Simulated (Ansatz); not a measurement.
Pulling the pair apart

The pair of F⁻ (SMILES [F-], atom 1) and AlCl$_{3}$ (SMILES Cl[Al](Cl)Cl, atoms 2–5), both closed shells, in one local arrangement (a lower one may exist), relaxed at PBE0-D4/def2-TZVPD:

```
5
angstrom
F -0.4902 0.4056 -1.6529
Cl 1.8313 1.0203 0.3746
Al -0.0271 0.0224 -0.0912
Cl 0.2421 -2.1145 0.0770
Cl -1.5559 0.6662 1.2926
```

AlCl$_{3}$ is shifted rigidly along the line between the mean atom positions of the two fragments (negative: closer). Counterpoise interaction energies in kJ/mol. Computed with Ansatz 0.2.0 (basis: def2-TZVPPD); correlated methods freeze the cores.

```tsv
shift (Å)	MP2	PBE0-D4	HF
-0.17	-529.1	-540.6	-587.9
-0.08	-569.5	-577.4	-620.4
0.00	-582.2	-587.2	-625.7
0.08	-577.3	-580.2	-614.2
0.20	-553.1	-553.8	-581.5
0.42	-485.0	-483.6	-500.9
0.84	-350.0	-349.2	-352.2
1.67	-175.2	-181.4	-175.8
```

Q: What does CCSD(T) give at these shifts? (To be estimated.)

A: By the calculation: -533.1, -572.7, -584.7, -579.2, -554.3, -485.2, -349.5, -176.2 kJ/mol. For zero shift, CCSD(T) at an estimated basis limit (MP2 extrapolated from triple and quadruple zeta, plus CCSD(T) − MP2 in triple zeta) gives -599.1 kJ/mol. These are counterpoise interaction energies, counted from the two frozen fragments.

T1 diagnostic: at most 0.019.

For scale, one of the runs: CCSD(T)/def2-TZVPPD, 241 basis functions, launched by `ansatz run in.yaml --threads 4 --pin off --events-out ev --progress --plain --max-ram 9574MiB`. Hardware: 4 CPU threads of an Intel Xeon 6975P-C, shared host. Wall time 33 s; peak host memory 4.5 GiB.
